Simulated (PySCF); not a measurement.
# PbH: one state, many levels of theory

State: ²Π (doublet), unpaired electrons π ↑. Set-up: basis H cc-pVTZ, Pb cc-pVTZ-PP with ECP60; scalar-relativistic core potentials; PySCF 2.14. De refers to H + Pb in their high-spin ground configurations, without counterpoise correction. The functionals are run spin-unrestricted. A positive dipole means H(−)Pb(+).

```
      Level  Re (Å)  ωe (cm⁻¹)  De (eV)  μ (D)
        UHF   1.845       1664     1.47   1.01
    UHF-MP2   1.831       1687     2.28    n/a
UHF-SCS-MP2   1.840       1664     2.39    n/a
   UHF-CCSD   1.846       1629     2.44    n/a
UHF-CCSD(T)   1.849       1616     2.48    n/a
        PBE   1.875       1543     2.49   1.12
       PW91   1.872       1550     2.49   1.11
       BP86   1.874       1543     2.64   1.12
     r²SCAN   1.857       1598     2.47   1.06
       PBE0   1.854       1611     2.42   1.05
     M06-2X   1.852       1600     2.29   1.17
    LC-ωPBE   1.828       1693     2.36   0.95
```

Problem. Which functional lies closest to UHF-CCSD(T) in De, which farthest, and by how much do they differ from it?

Solution. Closest is r²SCAN (+0.8 pm in Re, -1.1 % in ωe, -0.01 eV in De against UHF-CCSD(T) in the same basis), farthest M06-2X (+0.3 pm in Re, -1.0 % in ωe, -0.19 eV in De). CCSD(T) converges more slowly with the basis than the functionals do and binds too weakly in this one, so the order can change at the basis-set limit.

Problem. What does the step from GGA to meta-GGA do here, going from PBE to r²SCAN?

Solution. r²SCAN less PBE: -1.8 pm in Re, +3.6 % in ωe, -0.02 eV in De. 

Problem. What does second-order correlation do here, going from UHF to UHF-MP2?

Solution. UHF-MP2 less UHF: -1.4 pm in Re, +1.4 % in ωe, +0.81 eV in De. Correlation nearly always deepens the well. The bond shortens, as in weak, metallic or heavy-atom bonds, where dispersion and the correlation of outer-core electrons pull the atoms together.

Correlated steps freeze 4 core orbitals. These are scalar-relativistic numbers at best; spin–orbit coupling would shift them, the dissociation energy most. The state was picked by a PBE0 search and need not be the measured ground state.
